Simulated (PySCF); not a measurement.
Where the electron goes

C₃H₈OSi.
Cartesian coordinates in Å at the PBE0-D3(BJ)/def2-SVP level; atoms count from 1:
```
atom  x, y, z in Å
C1    -2.2175    0.0511   -0.2649
Si2   -0.6255    0.1902    0.7047
C3     0.8219   -0.3140   -0.4905
C4     2.2537   -0.0535   -0.1012
O5     0.5314   -0.8483   -1.5390
H6    -2.2358    0.7989   -1.0718
H7    -3.1025    0.1996    0.3713
H8    -2.2700   -0.9444   -0.7299
H9    -0.3855    1.5703    1.2364
H10   -0.5900   -0.7500    1.8711
H11    2.9348   -0.5405   -0.8133
H12    2.4375    1.0341   -0.1004
H13    2.4499   -0.4088    0.9234
```

Method used: TDDFT wB97X-D/def2-SVPD, vertical, gas phase, core orbitals frozen in the response (PySCF).

Frontier orbitals with the atoms that hold most of them (Löwdin shares over 4%, at most four atoms; ? is withheld):

| orbital | ε (eV) | atoms |
| --- | --- | --- |
| LUMO+2 | 2.26 | Si2 19%, C4 16%, C1 11%, H13 10% |
| LUMO+1 | 2.04 | Si2 40%, C1 12%, C3 8%, H9 7% |
| LUMO | 0.72 | ? |
| HOMO | ? | O5 50%, C3 18%, Si2 13%, C4 11% |
| HOMO-1 | -11.23 | ? |
| HOMO-2 | -11.42 | Si2 35%, H10 22%, H9 22%, C1 8% |
| HOMO-3 | -12.37 | O5 36%, C4 18%, C3 16%, H12 10% |

Q: Give the leading atoms of the LUMO.

A: C3 (bonded to C, O and Si) 38%; O5 (bonded to C) 32%; Si2 (bonded to 2 C and 2 H) 11%; C4 (bonded to C and 3 H) 7%. By element: carbon 45% or more, oxygen 32%, silicon 11%.

Q: Give the leading atoms of the HOMO-1.

A: C1 (bonded to Si and 3 H) 41%; Si2 (bonded to 2 C and 2 H) 27%; H10 (bonded to Si) 6%; H9 (bonded to Si) 6%. By element: carbon 41% or more, silicon 27%, hydrogen 12% or more.

Q: What is the HOMO energy, and the HOMO–LUMO gap?

A: ε(HOMO) = -8.72 eV; the gap is 9.44 eV (0.3468 hartree).

Q: The HOMO–LUMO gap is 9.44 eV. Where does the response calculation put the lowest singlet, and from which orbitals?

A: S1 is at 3.56 eV (f = 0.0009), 5.87 eV below the gap, made of HOMO→LUMO (97%). 

Q: One configuration dominates each of S1, S2 and S4. Which, and how do the shares of the two leading atoms of either orbital change from the occupied to the empty one?

A: 
- S1 (3.56 eV, f 0.0009), HOMO→LUMO (97%): O5 50% → 32%, C3 18% → 38%; low, almost dark, from the terminal oxygen into the C=O bond, the pattern of n→π*
- S2 (6.60 eV, f 0.0063), HOMO→LUMO+1 (82%): O5 50% → at most 8%, C3 18% → 8%, Si2 13% → 40%, C1 at most 9% → 12%
- S4 (7.39 eV, f 0.0025), HOMO-1→LUMO (83%): C1 41% → at most 8%, Si2 27% → 11%, C3 at most 7% → 38%, O5 at most 7% → 32%

Löwdin shares depend on the basis, the more so with diffuse functions.

One conformer stands for the species.
